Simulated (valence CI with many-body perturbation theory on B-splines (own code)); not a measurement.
# Sensitivity of CI+MBPT for Cd26+

Calculated by configuration interaction combined with many-body perturbation theory (CI+MBPT): four valence electrons over a frozen Dirac-Fock core [Ar], radial functions for each j: 6 s, 6 p, 5 d, 5 f, 1 g, with the one-electron correlation potential Σ1 (screened to all orders), the two-electron term Σ2, the three-electron term Σ3, Breit, model QED; selected single and double excitations, second order for the rest, scaled by the run's own slope (own B-spline code, finite nucleus).

The last digits are not significant, and no measured levels were compared; by estimate large intervals hold to a few tenths of a per cent, small ones and those within an open d or f shell to about a per cent. Only levels of the ground parity were solved; by the run's estimate the other parity begins above the list, which can be wrong where configurations are misplaced.

The reference run has the lowest level 3d⁴ ⁵D_0 and an ionisation energy of 1400.77 eV. Its largest variational space holds 8145 state functions.

Names give the largest LS component (configuration and term), which can be under half, so a name can repeat, a term be missing and a line seem to break the LS rules; names also repeat where a configuration has a term twice.

Changed runs:
A. scale of Σ1 1 → 0; scale of Σ2 1 → 0; three-electron term on → off
B. lowest core n in screening and Σ2 1 → 2; highest l in the core sums 6 → 3
C. scale of Σ1 1 → 0; screening of Σ1 on → off
D. Davidson iteration limit 60 → 1 (bad on purpose)

Excitation energies of the reference run in cm⁻¹, and shifts in cm⁻¹:

```csv
Level,Reference,A,B,C,D
3d⁴ ⁵D_1,33058,-2327,+234,-490,+240
3d⁴ ⁵D_2,58177,-3050,+318,-755,+591
3d⁴ ⁵D_3,75609,-3008,+318,-860,+692
3d⁴ ⁵D_4,83099,-2130,+284,-743,+876
3d⁴ ³P_0,118152,-447,-147,-931,+0.9
3d⁴ ³H_4,126715,-2588,+537,-930,+1133
3d⁴ ³G_3,148661,-450,+264,-928,+1274
3d⁴ ³F_2,152809,-89,-75,-898,+1165
3d⁴ ³H_5,157286,-3078,+692,-1079,+772
3d⁴ ³P_1,160221,-852,-211,-1145,+472
3d⁴ ³H_6,169090,-3727,+843,-1132,+139
3d⁴ ³G_4,185071,-738,+378,-1204,+1305
Ionisation energy (eV),1400.77,-9.99,+0.81,-2.52,+0.0096
```

Run D: The Davidson iterations stopped at their limit.
